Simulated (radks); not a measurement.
Tl IX, 73 electrons, occupied as [Kr] 4d10 4f14 5s2 5p5 5d5 6p1 (not the ground configuration). Method: Dirac Kohn-Sham, BP86, spin-unpolarised, spherical densities, finite nucleus; open shells fill j = l - 1/2 first; Fermi nuclear charge, rms radius 5.4759 fm; computed with a radial shooting solver on a logarithmic mesh with Libxc functionals.

Unscreened Slater integrals over Kohn-Sham orbitals (cm^-1). Large and small components are both included. Empty in this configuration: 6s1/2.

F0(6p1/2,6p1/2): 104280
F0(6p1/2,5d5/2): 121940
G3(6p1/2,5d5/2): 18215
F0(6p1/2,5d3/2): 122500
G1(6p1/2,5d3/2): 18780
F0(6p1/2,5p3/2): 125930
G2(6p1/2,5p3/2): 11420
F0(6p1/2,6s1/2): 108150
G1(6p1/2,6s1/2): 74260
F0(5d5/2,5d5/2): 169360
F2(5d5/2,5d5/2): 90803
F4(5d5/2,5d5/2): 61792
F0(5d5/2,5d3/2): 171210
F2(5d5/2,5d3/2): 91697
G2(5d5/2,5d3/2): 91553
G4(5d5/2,5d3/2): 62302
F0(5d5/2,5p3/2): 182580
F2(5d5/2,5p3/2): 95880
G1(5d5/2,5p3/2): 119080
G3(5d5/2,5p3/2): 75095
F0(5d5/2,6s1/2): 129460
G2(5d5/2,6s1/2): 26694
F0(5d3/2,5d3/2): 173140
F2(5d3/2,5d3/2): 92746
F0(5d3/2,5p3/2): 185070
F2(5d3/2,5p3/2): 97856
G1(5d3/2,5p3/2): 122800
G3(5d3/2,5p3/2): 77447
F0(5d3/2,6s1/2): 130130
G2(5d3/2,6s1/2): 24963
F0(5p3/2,5p3/2): 200590
F2(5p3/2,5p3/2): 108940
F0(5p3/2,6s1/2): 134160
G1(5p3/2,6s1/2): 14070
F0(6s1/2,6s1/2): 112730
